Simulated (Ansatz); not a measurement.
System: sum formula H2BO2 (charge 0, doublet). It need not be the lowest isomer of its formula. SMILES: [O]BO
Coordinates optimised at B3LYP-D3(BJ)/def2-TZVP (Ansatz, an electronic-structure program):
```
B
O 1 1.3321
O 1 1.3616 2 126.94
H 3 0.9645 1 113.97 2 0.00
H 1 1.2061 2 112.69 3 -180.00
```
Charge 0, spin multiplicity 2.

Computed values are from Ansatz. Valence correlation only, unless marked. UHF or UKS for open shells. Spin-orbit coupling is left out. No relativistic terms. CBS(X,Y): correlation extrapolated as X^-3; Hartree-Fock from the larger set (for Q and 5 zeta extrapolated as (X+1)exp(-9√X)).

The atomisation energy De is 463.4 kcal/mol at CCSD(T)/CBS(cc-pVQZ,cc-pV5Z) and the total energy is -176.3519 Eh at CCSD(T)/CBS(cc-pVQZ,cc-pV5Z). The dipole moment is 1.12 D at CCSD(T)/aug-cc-pVDZ and the T1 diagnostic is 0.022 at CCSD/cc-pV5Z.
